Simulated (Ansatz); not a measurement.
## Redistribution: CHI3 + C2HFI2 → CI4 + C2H2FI

Species: CHI3 (iodoform) `IC(I)I`, singlet; C2HFI2 `F/C(I)=C\I`, singlet; CI4 (tetraiodomethane) `IC(I)(I)I`, singlet; C2H2FI `C=C(F)I`, singlet. The partners trade H for I; both sit on C, so the bond types are kept.

Shapes, held fixed at every level: PBE0-D4/def2-TZVP. Programs: Ansatz 0.2.0. The zero-point and thermal change to 298 K, harmonic and unscaled (PBE0-D4/def2-TZVP), is -2.3 kJ/mol.

| level | kind | ΔH(298 K) (kJ/mol) | less CCSD(T)/def2-TZVPP |
| --- | --- | --- | --- |
| SPW92/def2-TZVPP | LDA | +34.0 | +0.4 |
| PBE-D4/def2-TZVPP | GGA | +31.4 | -2.2 |
| PBE0-D4/def2-TZVPP | global hybrid | +36.1 | +2.5 |
| r2SCAN0-D4/def2-TZVPP | global hybrid | +40.3 | +6.7 |
| B2PLYP/def2-TZVPP | double hybrid | +35.0 | +1.4 |
| CCSD(T)/def2-SVP | coupled cluster or CI | +35.7 | +2.1 |
| CCSD/def2-SVP | coupled cluster or CI | +39.0 | +5.4 |
| CCSD(T)/def2-TZVPP | coupled cluster or CI | +33.6 | 0.0 |

The highest level, CCSD(T)/def2-TZVPP, gives ΔH(298 K) = +33.6 kJ/mol; the levels span +31.4 to +40.3. The column of differences is taken from that level and isn't an error. No measured value is set beside it here. For atoms past krypton def2 sets carry core potentials with scalar relativity. Outer-core shells of I are correlated in most correlated rows, in sets that cover them unevenly.
